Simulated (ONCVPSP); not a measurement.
## Zr (Z = 40), ONCV: configuration errors across variants

ONCVPSP 4.0.1 input, shortened (lines: element, Z, core and valence counts, functional; n l f; lmax; l rc ep ncon nbas qcut; lloc lpopt rc5 dvloc0; l nproj debl; icmod fcfact rcfact), PBE, non-relativistic:

```
  Zr 40.00    6    3        4      upf
    1    0    2.00
    2    0    2.00
    2    1    6.00
    3    0    2.00
    3    1    6.00
    3    2   10.00
    4    0    2.00
    4    1    6.00
    4    2    1.00
    3
    0    1.30    0.00    4    8    4.20
    1    1.30    0.00    3    7    6.80
    2    2.05    0.00    4    9    7.60
    3    1.80    0.02    4    7    5.70
    4    5    0.85    0.00
    0    2    0.70
    1    2    0.70
    2    2    0.60
    3    2    1.20
    3    1.50    1.50
```

In the s channel the program set the typed energies aside and used -2.909, 0.250 Ha. In the p channel the program set the typed energies aside and used -2.163, 0.250 Ha. In the d channel the program set the typed energies aside and used -1.051, 0.250 Ha.

All-electron excitation energies from the reference (eV): (1) 4s2 4p6 4d2 5s2 -42.491; (2) 4s2 4p6 4d2 5s1 -35.570; (3) 4s2 4p6 4d2 -22.959; (4) 4s2 4p6 4d2 5s1 5p1 -39.658.

A true bound ghost makes a file unfit for plane-wave use even where its test errors are small: the radial tests pick states by their node count and pass the ghost by.

Errors AE − PS in meV (a dash: test not solved or not reliable):

```csv
change,(1),(2),(3),(4),bound ghosts,GHOST(+) flags above zero
base,-5.0,-1.5,+1.1,-1.1,s,"p, f"
"core correction Teter function, fcfact 2.5, rcfact 1.5",-5.4,-1.8,+1.0,-1.4,s,"p, f"
"core correction Teter function, fcfact 3.4, rcfact 1.5",-5.9,-2.1,+0.9,-1.7,s,"p, f"
"core correction Teter function, fcfact 4.1, rcfact 1.5",-6.2,-2.4,+0.6,-2.0,s,"p, f"
"core correction Teter function, fcfact 4.8, rcfact 1.5",-6.6,-2.6,+0.4,-2.3,s,"p, f"
"core correction Teter function, fcfact 5.9, rcfact 1.5",-7.1,-3.2,-0.1,-2.7,s,"p, f"
"core correction Teter function, fcfact 6.5, rcfact 1.5",-7.4,-3.5,-0.4,-3.0,s,"p, f"
"core correction Teter function, fcfact 7.3, rcfact 1.5",-7.8,-3.9,-0.8,-3.4,s,"p, f"
```

Question: Give the same row for: core correction Teter function, fcfact 1.3, rcfact 1.5.

Answer: -4.8, -1.4, +1.1, -1.1; bound ghosts: s; GHOST(+) flags above zero: p, f.
